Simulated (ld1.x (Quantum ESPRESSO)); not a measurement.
**vanadium: variants of one TM potential**

Base potential:

| Item | Value |
| --- | --- |
| Element | vanadium (V) |
| Generator | ld1.x (Quantum ESPRESSO) 7.5 |
| Type | norm-conserving Troullier–Martins (Kleinman–Bylander form) |
| Functional | PBEsol |
| Relativity | non-relativistic |
| Frozen core | [Ne] |
| Valence charge | 13 |
| Reference configuration | 3s2 3p6 3d3 4s2 4p0 |
| Partial waves | 3s (bound): rc 1.40 bohr; 3d (bound): rc 1.20 bohr; 3p (bound): rc 1.25 bohr |
| Local potential | the p channel |
| Core correction | none |

Occupied shells without a wave of their own: 4s. They enter only through the test configuration that unscreens the potential.

All-electron outer shells of the reference configuration (PBEsol, non-relativistic, ld1.x):

```tsv
shell	level (eV)	outermost node (bohr)	outermost maximum (bohr)
2p	-501.62	–	0.21
3s	-68.96	0.38	0.83
3p	-43.81	0.35	0.85
3d	-5.37	–	0.88
4s	-4.66	1.18	2.79
4p	-1.44	1.30	3.63
```

Cutoffs, loose and tight: the cutoffs (Ry, on a coarse ladder) from which the occupation-weighted sum of valence levels, in a spherical-Bessel basis at the reference potential, stays within 10 and 1 mRy of its value at 400 Ry. They do not see the model core or the augmentation charge, which bear on the density cutoff. Test errors are all-electron minus pseudo excitation energies from the reference, over the configurations 3s2 3p6 3d3 4s1 4p0; 3s2 3p6 3d3 4s0 4p0; 3s2 3p6 3d2 4s0 4p0; 3s2 3p6 3d3 4s0 4p1; 3s2 3p6 3d1 4s0 4p0; 3s2 3p6 3d4 4s0 4p0; 3s2 3p6 3d3.5 4s1.5 4p0. A dash means not determined; rows that change the core or the reference have their own tests.

```csv
change,outcome,"cutoff, loose","cutoff, tight",bound ghosts,largest test error (meV)
base,"generated, misses its reference levels by 0.21 eV",120 Ry,140 Ry,none,-1611
"all radii scaled by about 0.80 (s 1.12, p 1.00, d 0.96 bohr)",generated,180 Ry,200 Ry,none,-548
"all radii scaled by about 0.86 (s 1.20, p 1.08, d 1.02 bohr)",generated,160 Ry,180 Ry,none,-783
"all radii scaled by about 1.05 (s 1.48, p 1.32, d 1.26 bohr)","generated, misses its reference levels by 0.27 eV",110 Ry,140 Ry,none,-2017
"all radii scaled by about 1.20 (s 1.68, p 1.50, d 1.44 bohr)","generated, misses its reference levels by 0.42 eV",90 Ry,110 Ry,none,-3118
"all radii scaled by about 1.26 (s 1.76, p 1.58, d 1.52 bohr)","generated, misses its reference levels by 0.47 eV",90 Ry,100 Ry,none,-3541
"all radii scaled by about 1.37 (s 1.92, p 1.72, d 1.64 bohr)","generated, misses its reference levels by 0.57 eV",80 Ry,90 Ry,none,-4262
```

Reading the sweep of the scale of all radii (base = 1) (base included, trends over the rows without a ghost): The loose cutoff falls from 180 Ry at 0.8 to 80 Ry at 1.37. A larger radius leaves more room for a smooth pseudo-wave, so fewer plane waves are needed; a smaller one forces it to follow the all-electron wave where it bends sharply. The median size of the test errors (rows with all tests solved) rises from 194.6 meV at 0.8 to 1621.3 meV at 1.37. More of the atom is replaced by a form fitted at one configuration, so other configurations suffer as the radius grows.
